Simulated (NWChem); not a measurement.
System: CH₆FNSi₂; SMILES F[Si@H]1CN[SiH2]1

NWChem input:

```
start job
memory heap 200 mb stack 900 mb global 1100 mb
geometry units angstroms noautoz
  F     -0.374338     2.209628     0.477306
  Si    -0.029152     0.903220    -0.423613
  C      1.518483    -0.095511     0.127547
  N      0.827442    -1.405216     0.134760
  Si    -0.908502    -1.201334     0.063071
  H      0.023062     1.377237    -1.835831
  H      2.360155    -0.069976    -0.579237
  H      1.899331     0.207097     1.114860
  H      1.374939    -2.227493     0.361973
  H     -1.680819    -1.405344     1.328746
  H     -1.588498    -2.032701    -0.974199
end
basis spherical
  F library 6-31g*
  Si library 6-31g*
  C library 6-31g*
  N library 6-31g*
  H library 6-31g*
end
dft
  xc b3lyp
  grid coarse
  iterations 150
  mulliken
end
task dft gradient
```

Output (shortened):

```
             Northwest Computational Chemistry Package (NWChem) 7.3.0
             --------------------------------------------------------

 C1  symmetry detected

                             Geometry "geometry" -> ""
                             -------------------------

 Output coordinates in angstroms (scale by  1.889725989 to convert to a.u.)

  No.       Tag          Charge          X              Y              Z
 ---- ---------------- ---------- -------------- -------------- --------------
    1 F                    9.0000    -0.37056138     2.19579181     0.45342265
    2 Si                  14.0000    -0.03398127     0.87984267    -0.43680315
    3 C                    6.0000     1.50276627    -0.12860997     0.12697456
    4 N                    7.0000     0.80002493    -1.43201609     0.14125670
    5 Si                  14.0000    -0.93377134    -1.21319503     0.06203179
    6 H                    1.0000     0.02730764     1.34309450    -1.85222517
    7 H                    1.0000     2.34705033    -0.11571823    -0.57703229
    8 H                    1.0000     1.88291795     0.17776207     1.11339467
    9 H                    1.0000     1.33936788    -2.25746686     0.37632774
   10 H                    1.0000    -1.71221444    -1.40110443     1.32644597
   11 H                    1.0000    -1.61761260    -2.04598780    -0.97156003

 Effective nuclear repulsion energy (a.u.)     295.8468064485

                                 NWChem DFT Module
                                 -----------------

 Summary of "ao basis" -> "ao basis" (spherical)
 ------------------------------------------------------------------------------
       Tag                 Description            Shells   Functions and Types
 ---------------- ------------------------------  ------  ---------------------
 F                           6-31g*                  6       14   3s2p1d
 Si                          6-31g*                  8       18   4s3p1d
 C                           6-31g*                  6       14   3s2p1d
 N                           6-31g*                  6       14   3s2p1d
 H                           6-31g*                  2        2   2s

            General Information
            -------------------
          SCF calculation type: DFT
          Wavefunction type:  closed shell.
          No. of atoms     :    11
          No. of electrons :    56
           Alpha electrons :    28
            Beta electrons :    28
          Charge           :     0
          Spin multiplicity:     1
          Use of symmetry is: off; symmetry adaption is: off
          Maximum number of iterations: 150
          AO basis - number of functions:    90
                     number of shells:    46
          Convergence on energy requested:  1.00D-06
          Convergence on density requested:  1.00D-05
          Convergence on gradient requested:  5.00D-04

              XC Information
              --------------
                         B3LYP Method XC Potential
                     Hartree-Fock (Exact) Exchange  0.200
                        Slater Exchange Functional  0.800 local
                    Becke 1988 Exchange Functional  0.720 non-local
              Lee-Yang-Parr Correlation Functional  0.810
                  VWN I RPA Correlation Functional  0.190 local

             Grid Information
             ----------------
          Grid used for XC integration:  coarse
          Radial quadrature: Mura-Knowles
          Angular quadrature: Lebedev.
          Tag              B.-S. Rad. Rad. Pts. Rad. Cut. Ang. Pts.
          ---              ---------- --------- --------- ---------
          F                   0.50       35          11.0       302
          Si                  1.10       70           9.0       302
          C                   0.70       35          10.0       302
          N                   0.65       35           9.0       302
          H                   0.35       35          11.0       302
          Grid pruning is: on
          Number of quadrature shells:   455
          Spatial weights used:  Erf1

      Superposition of Atomic Density Guess
      -------------------------------------

 Sum of atomic energies:        -771.95033469

      Non-variational initial energy
      ------------------------------

 Total energy =    -774.052239
 1-e energy   =   -1656.590088
 2-e energy   =     586.691042
 HOMO         =      -0.280115
 LUMO         =       0.021608

     ---------------------------------------------
      Total Density - Mulliken Population Analysis
     ---------------------------------------------

    Atom       Charge   Shell Charges
 -----------   ------   -------------------------------------------------------
    1 F    9     9.62   2.00  0.95  3.48  1.00  2.18  0.01
    2 Si  14    13.04   2.00  2.00  5.97  0.94  1.36  0.29  0.34  0.15
    3 C    6     6.46   2.00  0.71  1.90  0.65  1.15  0.04
    4 N    7     8.01   2.00  0.81  2.59  0.81  1.77  0.02
    5 Si  14    13.53   2.00  2.00  5.97  0.97  1.61  0.31  0.52  0.15
    6 H    1     1.07   0.47  0.60
    7 H    1     0.78   0.47  0.31
    8 H    1     0.78   0.47  0.31
    9 H    1     0.58   0.41  0.16
   10 H    1     1.08   0.47  0.60
   11 H    1     1.07   0.47  0.60

   convergence    iter        energy       DeltaE   RMS-Dens  Diis-err
 ---------------- ----- ----------------- --------- --------- ---------
 d= 0,ls=0.0,diis     1   -775.2588753145 -1.07D+03  1.59D-02  6.34D-01
 d= 0,ls=0.0,diis     2   -775.2306369521  2.82D-02  8.57D-03  1.13D+00
 d= 0,ls=0.0,diis     3   -775.3317910324 -1.01D-01  1.28D-03  3.08D-02
 d= 0,ls=0.0,diis     4   -775.3342945174 -2.50D-03  3.14D-04  5.41D-04
 d= 0,ls=0.0,diis     5   -775.3343660559 -7.15D-05  9.70D-05  7.62D-05
  Resetting Diis
 d= 0,ls=0.0,diis     6   -775.3343742879 -8.23D-06  3.14D-05  1.29D-05
 d= 0,ls=0.0,diis     7   -775.3343755575 -1.27D-06  1.96D-05  8.55D-07
 d= 0,ls=0.0,diis     8   -775.3343754640  9.35D-08  1.14D-05  1.71D-06
 d= 0,ls=0.0,diis     9   -775.3343756686 -2.05D-07  1.87D-06  4.31D-08

         Total DFT energy =     -775.334375668629
      One electron energy =    -1660.793215971746
           Coulomb energy =      656.667300371036
    Exchange-Corr. energy =      -67.055266516372
 Nuclear repulsion energy =      295.846806448453

 Numeric. integr. density =       56.000029552630

                       DFT Final Molecular Orbital Analysis
                       ------------------------------------

 Vector   26  Occ=2.000000D+00  E=-3.105602D-01
              MO Center=  5.5D-01,  3.1D-01, -3.6D-01, r^2= 3.4D+00
   Bfn.  Coefficient  Atom+Function         Bfn.  Coefficient  Atom+Function
  ----- ------------  ---------------      ----- ------------  ---------------
    80      0.281233   6 H  s                35      0.235058   3 C  px
    23     -0.232790   2 Si pz               22      0.217242   2 Si py
    36     -0.198722   3 C  py               79      0.198481   6 H  s
    50      0.150580   4 N  py               49     -0.148621   4 N  px
     5      0.144122   1 F  pz               20     -0.143841   2 Si s

 Vector   27  Occ=2.000000D+00  E=-2.697331D-01
              MO Center= -3.3D-01, -1.2D-01, -1.6D-01, r^2= 3.3D+00
   Bfn.  Coefficient  Atom+Function         Bfn.  Coefficient  Atom+Function
  ----- ------------  ---------------      ----- ------------  ---------------
    68      0.370355   5 Si py               21     -0.323798   2 Si px
    35      0.207858   3 C  px               22     -0.188364   2 Si py
    70      0.177938   5 Si s                72      0.163825   5 Si py
     3      0.147285   1 F  px               90     -0.146028  11 H  s
    64     -0.143758   5 Si py               66      0.141784   5 Si s

 Vector   28  Occ=2.000000D+00  E=-2.349967D-01
              MO Center=  6.2D-01, -1.2D+00,  1.7D-01, r^2= 2.4D+00
   Bfn.  Coefficient  Atom+Function         Bfn.  Coefficient  Atom+Function
  ----- ------------  ---------------      ----- ------------  ---------------
    51      0.522863   4 N  pz               55      0.451809   4 N  pz
    88     -0.250716  10 H  s                90      0.187681  11 H  s
    84     -0.181601   8 H  s                82      0.156506   7 H  s
    83     -0.132372   8 H  s                37     -0.131016   3 C  pz
    73      0.115265   5 Si pz               87     -0.112747  10 H  s

 Vector   29  Occ=0.000000D+00  E=-5.167103D-03
              MO Center= -4.9D-01, -6.7D-01, -1.1D-01, r^2= 5.7D+00
   Bfn.  Coefficient  Atom+Function         Bfn.  Coefficient  Atom+Function
  ----- ------------  ---------------      ----- ------------  ---------------
    72      0.808860   5 Si py               26      0.687963   2 Si py
    52      0.685684   4 N  s                24     -0.611171   2 Si s
    70      0.516532   5 Si s                71     -0.420856   5 Si px
    22      0.269893   2 Si py               88     -0.213532  10 H  s
    86     -0.209154   9 H  s                25      0.200949   2 Si px

 Vector   30  Occ=0.000000D+00  E= 9.556784D-03
              MO Center= -4.5D-01,  3.2D-02, -1.0D-01, r^2= 4.7D+00
   Bfn.  Coefficient  Atom+Function         Bfn.  Coefficient  Atom+Function
  ----- ------------  ---------------      ----- ------------  ---------------
    27      0.437276   2 Si pz               73      0.411624   5 Si pz
     6     -0.372148   1 F  s                26      0.340989   2 Si py
    25     -0.336898   2 Si px               72     -0.304069   5 Si py
    88     -0.303788  10 H  s                90      0.284559  11 H  s
    24      0.279430   2 Si s                23      0.241048   2 Si pz

 Vector   31  Occ=0.000000D+00  E= 2.970680D-02
              MO Center= -4.8D-01,  1.6D-01, -2.3D-01, r^2= 5.6D+00
   Bfn.  Coefficient  Atom+Function         Bfn.  Coefficient  Atom+Function
  ----- ------------  ---------------      ----- ------------  ---------------
    25      0.812455   2 Si px               38     -0.755860   3 C  s
    71      0.677145   5 Si px               72      0.659812   5 Si py
    24     -0.628054   2 Si s                70      0.561970   5 Si s
    52     -0.455823   4 N  s                80      0.344114   6 H  s
    90      0.342411  11 H  s                21      0.272637   2 Si px

     ---------------------------------------------
      Total Density - Mulliken Population Analysis
     ---------------------------------------------

    Atom       Charge   Shell Charges
 -----------   ------   -------------------------------------------------------
    1 F    9     9.39   2.00  0.93  3.31  1.03  2.11  0.01
    2 Si  14    13.32   2.00  2.00  5.96  0.99  1.68  0.20  0.27  0.23
    3 C    6     6.32   2.00  0.67  2.06  0.60  0.95  0.04
    4 N    7     7.69   2.00  0.76  2.52  0.83  1.56  0.02
    5 Si  14    13.65   2.00  2.00  5.96  0.99  1.85  0.25  0.40  0.20
    6 H    1     1.09   0.51  0.58
    7 H    1     0.85   0.53  0.32
    8 H    1     0.85   0.53  0.32
    9 H    1     0.69   0.51  0.18
   10 H    1     1.09   0.51  0.58
   11 H    1     1.08   0.51  0.57

     -------------------------------------------
      Total Density - Lowdin Population Analysis
     -------------------------------------------

    Atom       Charge   Shell Charges
 -----------   ------   -------------------------------------------------------
    1 F    9     9.27   1.99  0.93  3.18  0.86  2.29  0.02
    2 Si  14    13.50   2.00  1.98  5.88  0.68  1.55  0.36  0.72  0.34
    3 C    6     6.35   1.99  0.55  1.87  0.44  1.40  0.09
    4 N    7     7.48   1.99  0.68  2.37  0.54  1.84  0.05
    5 Si  14    13.74   2.00  1.98  5.88  0.69  1.69  0.38  0.86  0.27
    6 H    1     1.05   0.51  0.54
    7 H    1     0.87   0.50  0.37
    8 H    1     0.87   0.50  0.37
    9 H    1     0.76   0.47  0.29
   10 H    1     1.05   0.50  0.55
   11 H    1     1.05   0.50  0.54

     Multipole analysis of the density
     ---------------------------------

     L   x y z        total         alpha         beta         nuclear
     -   - - -        -----         -----         ----         -------
     0   0 0 0     -0.000000    -28.000000    -28.000000     56.000000

     1   1 0 0      0.424861      0.212431      0.212431     -0.000000
     1   0 1 0     -0.495460     -0.247730     -0.247730      0.000000
     1   0 0 1     -0.113613     -0.056807     -0.056807     -0.000000

     2   2 0 0    -31.391300   -101.197923   -101.197923    171.004546
     2   1 1 0     -0.854749     -3.505373     -3.505373      6.155996
     2   1 0 1      0.806114     -0.162320     -0.162320      1.130753
     2   0 2 0    -34.375556   -199.999796   -199.999796    365.624035
     2   0 1 1     -1.567811      2.663354      2.663354     -6.894519
     2   0 0 2    -33.967193    -39.588665    -39.588665     45.210137

            General Information
            -------------------
          SCF calculation type: DFT
          Wavefunction type:  closed shell.
          No. of atoms     :    11
          No. of electrons :    56
           Alpha electrons :    28
            Beta electrons :    28
          Charge           :     0
          Spin multiplicity:     1
          Use of symmetry is: off; symmetry adaption is: off
          Maximum number of iterations: 150
          AO basis - number of functions:    90
                     number of shells:    46
          Convergence on energy requested:  1.00D-06
          Convergence on density requested:  1.00D-05
          Convergence on gradient requested:  5.00D-04

              XC Information
              --------------
                         B3LYP Method XC Potential
                     Hartree-Fock (Exact) Exchange  0.200
                        Slater Exchange Functional  0.800 local
                    Becke 1988 Exchange Functional  0.720 non-local
              Lee-Yang-Parr Correlation Functional  0.810
                  VWN I RPA Correlation Functional  0.190 local

             Grid Information
             ----------------
          Grid used for XC integration:  coarse
          Radial quadrature: Mura-Knowles
          Angular quadrature: Lebedev.
          Tag              B.-S. Rad. Rad. Pts. Rad. Cut. Ang. Pts.
          ---              ---------- --------- --------- ---------
          F                   0.50       35          11.0       302
          Si                  1.10       70           9.0       302
          C                   0.70       35          10.0       302
          N                   0.65       35           9.0       302
          H                   0.35       35          11.0       302
          Grid pruning is: on
          Number of quadrature shells:   455
          Spatial weights used:  Erf1

[...]

                         DFT ENERGY GRADIENTS

    atom               coordinates                        gradient
                 x          y          z           x          y          z
   1 F      -0.700259   4.149445   0.856845   -0.000022   0.000060   0.000037
   2 Si     -0.064215   1.662662  -0.825438   -0.000017   0.000016  -0.000284
   3 C       2.839816  -0.243038   0.239947    0.000022   0.000010  -0.000008
   4 N       1.511828  -2.706118   0.266936   -0.000075   0.000058  -0.000036
   5 Si     -1.764572  -2.292606   0.117223   -0.000189  -0.000213   0.000017
   6 H       0.051604   2.538081  -3.500198   -0.000006  -0.000067   0.000252
   7 H       4.435282  -0.218676  -1.090433    0.000018   0.000003  -0.000006
   8 H       3.558199   0.335922   2.104011    0.000014   0.000019   0.000019
   9 H       2.531038  -4.265994   0.711156    0.000025  -0.000052   0.000015
  10 H      -3.235616  -2.647703   2.506619    0.000112   0.000026  -0.000189
  11 H      -3.056845  -3.866356  -1.835982    0.000117   0.000140   0.000183
```

Level: B3LYP/6-31G* (spherical d). Coordinates come from a B3LYP/6-31G* (spherical d) optimisation.
